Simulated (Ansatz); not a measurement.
`COB(Cl)Cl`, relaxed with RKS PBE0-D4/def2-TZVP in Ansatz from a PBE-D4/def2-SVP geometry. The force threshold is 0.005 eV/Å; the program also tests the step.

Total charge 0; spin multiplicity 1.

Start:

```xyz
8

C     0.391   -0.568    0.933
O     0.391   -0.356   -0.474
B    -0.343    0.550   -1.140
Cl   -0.183    0.619   -2.896
Cl   -1.457    1.671   -0.325
H     1.443   -0.621    1.276
H    -0.139    0.242    1.474
H    -0.103   -1.537    1.151
```

Question: How much energy does the relaxation release, and in how many steps? (Estimate.)

Answer: Ansatz gave: 0.03 eV, in 6 steps, 1 of them rejected.

Question: Which bonds change most? (An estimate is asked.)

Answer: Computed: C1–H7 from 1.109 to 1.091 Å; C1–H6 from 1.108 to 1.090 Å; C1–H8 from 1.109 to 1.091 Å; B3–Cl5 from 1.778 to 1.763 Å.

Question: Give the relaxed structure. (Estimate.)

Answer: Computed: 
```xyz
8

C     0.389   -0.565    0.931
O     0.393   -0.353   -0.469
B    -0.339    0.543   -1.126
Cl   -0.181    0.618   -2.870
Cl   -1.454    1.652   -0.327
H     1.425   -0.622    1.263
H    -0.126    0.240    1.459
H    -0.107   -1.514    1.139
```
